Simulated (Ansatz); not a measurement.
Geometry optimisation, RKS PBE0-D4/6-31G* (Ansatz).

Input file:

```yaml
crystal:
  periodic: [false, false, false]
  atoms:
    - { symbol: B, position_ang: [0.081724, -0.143439, -0.058411] }
    - { symbol: Cl, position_ang: [-0.035603, -0.966526, 1.57647] }
    - { symbol: "N", position_ang: [1.286337, -0.207803, -0.734008] }
    - { symbol: H, position_ang: [2.108813, -0.647818, -0.350252] }
    - { symbol: H, position_ang: [1.415697, 0.250601, -1.62131] }
    - { symbol: H, position_ang: [-0.911153, 0.34265, -0.497428] }
    - { symbol: S, position_ang: [-0.013205, 2.672014, 1.233955] }
    - { symbol: H, position_ang: [1.21551, 2.622843, 1.779451] }
    - { symbol: H, position_ang: [-0.42402, 1.554277, 1.924733] }
basis:
  gaussian: { orbitals: "6-31G*" }
hamiltonian:
  xc: pbe0
  dispersion: d4
relax:
  f_tol: 0.03
  max_steps: 50
output:
  orbitals: {}
```

Run as:

```bash
$ ansatz run input.yaml --threads 1 --pin off --max-ram 2048MiB --backend cpu --events-out ev --progress --plain --runs-dir out
```

Question: Where does it end, and by what steps?

Answer: The run converged. The force dipped under the threshold on the way, but the program's further checks kept it going. After 15 steps the energy has fallen by 0.105 eV; S7 moved furthest, 0.46 Å.

```csv
step,energy less start (eV),largest force component (eV/Å),accepted
0,0.0000,0.707,yes
1,-0.0767,0.550,yes
2,-0.0894,0.468,yes
3,-0.1004,0.118,yes
4,-0.1016,0.041,yes
5,-0.1026,0.025,yes
6,-0.1038,0.053,yes
7,-0.1043,0.030,yes
8,-0.1045,0.037,yes
9,-0.1046,0.030,yes
10,-0.1048,0.036,yes
11,-0.1047,0.078,no
12,-0.1049,0.018,yes
13,-0.1050,0.072,yes
14,-0.1052,0.033,yes
15,-0.1053,0.007,yes
```

```xyz
9
Properties=species:S:1:pos:R:3
B 0.116 -0.294 -0.124
Cl 0.090 -0.920 1.544
N 1.303 -0.308 -0.836
H 2.176 -0.649 -0.462
H 1.362 0.053 -1.776
H -0.900 0.112 -0.598
S 0.040 3.013 1.532
H 1.194 2.529 2.024
H -0.657 1.941 1.948
```

Whether the end is a true minimum wasn't checked by a vibrational analysis.

Time of the run: 22 s on 1 thread of AMD EPYC 9R45 96-Core Processor (Zen 5) (shared host), peak memory 0.18 GiB.
